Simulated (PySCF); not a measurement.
SMILES COC[Si](C)(C)C (C5H14OSi) (GFN2-xTB optimised geometry):

```
21

C     -0.724    -1.326     3.936
O     -0.357    -0.808     2.687
C     -0.879    -1.550     1.600
Si    -0.275    -0.676     0.000
C      1.631    -0.676     0.000
C     -0.949     1.107     0.000
C     -0.942    -1.639    -1.510
H     -1.815    -1.322     4.064
H     -0.268    -0.689     4.692
H     -0.364    -2.356     4.061
H     -1.976    -1.582     1.664
H     -0.531    -2.592     1.659
H      2.011    -0.238     0.917
H      2.032    -1.683    -0.074
H      2.028    -0.103    -0.832
H     -2.032     1.126    -0.085
H     -0.544     1.683    -0.826
H     -0.682     1.614     0.922
H     -2.027    -1.672    -1.518
H     -0.584    -2.665    -1.523
H     -0.623    -1.172    -2.436
```

Computed with CAM-B3LYP/def2-SVP run with PySCF 2.14.0.

Problem. What are the frontier orbital energies and the dipole moment?

Solution. HOMO-2 -9.66 eV, HOMO-1 -9.22 eV, HOMO -8.62 eV, LUMO 2.45 eV, LUMO+1 3.01 eV; dipole moment 0.98 D.

Meta-Löwdin charges at CAM-B3LYP/def2-SVP: C1 -0.06, O2 -0.41, C3 -0.20, Si4 0.93, C5 -0.54, C6 -0.54, C7 -0.55, H8 0.08, H9 0.11, H10 0.08, H11 0.08, H12 0.08, H13 0.11, H14 0.10, H15 0.10, H16 0.10, H17 0.10, H18 0.11, H19 0.11, H20 0.11, H21 0.11.
